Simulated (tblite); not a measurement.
Species: CH8O3Si3.
Bonds: O1–C2 (double), C2–Si3, Si3–O4, O4–Si5, Si5–O6, O6–Si7. Hydrogens: H8 on C2; H9, H10 on Si3; H11, H12 on Si5; H13, H14, H15 on Si7.

Computed geometry: GFN2-xTB, gas phase.

Give the optimised bond lengths and angles.

```
                     bond  length (bohr)   order
                    O1=C2          2.277  double
                   C2–Si3          3.623  single
                   Si3–O4          3.052  single
                   O4–Si5          3.076  single
                   Si5–O6          3.043  single
                   O6–Si7          3.068  single
                    C2–H8          2.106  single
          Si3–H9, Si3–H10          2.761  single
         Si5–H11, Si5–H12          2.747  single
Si7–H13, Si7–H14, Si7–H15          2.763  single
```

Bonds in one row agree within 0.02 bohr and their mean is given. Orders are formal, as drawn. A selection of angles:
```
      angle  degrees
  O1–C2–Si3    123.9
   O1–C2–H8    118.9
  Si3–C2–H8    117.2
  C2–Si3–O4    103.6
  C2–Si3–H9    109.3
  O4–Si3–H9    110.8
 O4–Si3–H10    110.1
 H9–Si3–H10    112.3
 Si3–O4–Si5    150.1
  O4–Si5–O6    110.1
 O4–Si5–H11    107.3
 O4–Si5–H12    105.1
 O6–Si5–H11    106.7
 O6–Si5–H12    108.8
H11–Si5–H12    118.5
 Si5–O6–Si7    158.8
 O6–Si7–H13    105.9
 O6–Si7–H15    109.1
H13–Si7–H14    112.8
H13–Si7–H15    111.7
```

Dihedral angles: O1–C2–Si3–O4 176° (antiperiplanar); C2–Si3–O4–Si5 175° (antiperiplanar); Si3–O4–Si5–O6 -16° (synperiplanar); O4–Si5–O6–Si7 -19° (synperiplanar). The mirror-image conformer, all signs reversed, is as good.

Si7 (oxygen-bound silicon) is distorted tetrahedral (angles from 104.7° to 112.8°). Si5 (oxygen-bound silicon) is distorted tetrahedral (angles from 105.1° to 118.5°). Si3 (oxygen-bound silicon) is distorted tetrahedral (angles from 103.6° to 112.3°). Of the pairs four or more bonds apart, Si3···Si7 is among the closest relative to their van der Waals radii: 4.31 Å, 103 % of the sum of Bondi's values. O6 (siloxane oxygen) is bent (angle 158.8°).

Point group: C1 (no symmetry element, even within 0.4 Å). GFN2-xTB frequencies show an imaginary mode (38i cm⁻¹), so the point is no minimum at that level. 3 starts were optimised and ended at 0.00, 0.20 and 0.78 kcal/mol (GFN2-xTB); the lowest of these is shown.
